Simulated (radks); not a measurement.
Species: Ti3+. Configuration: [Ar] 3d1 (the NIST ground configuration). All-electron calculation, non-relativistic Kohn-Sham, PBEsol, spin-polarised, spherical densities, point nucleus; open shells are filled with parallel spins first. Program: a radial shooting solver on a logarithmic mesh with Libxc functionals. Some entries of the table are withheld. Estimate them.

orbital,occ.,eigenvalue (hartree),r(max) (bohr)
1s down,1,-178.7536,0.04617
1s up,1,-178.7533,0.04617
2s up,1,-20.73930,0.2716
2s down,1,-20.72487,0.2715
2p up,3,-17.53445,0.2206
2p down,3,-17.52343,0.2206
3s up,1,-3.47261,0.8712
3s down,1,-3.43159,0.8713
3p up,3,-2.61774,0.8955
3p down,3,-2.57706,0.8957
3d up,1,(1),0.9200
3d down,0,(2),0.9218

Answer. 
(1) 3d up eigenvalue (hartree): -1.29833
(2) 3d down eigenvalue (hartree): -1.25877
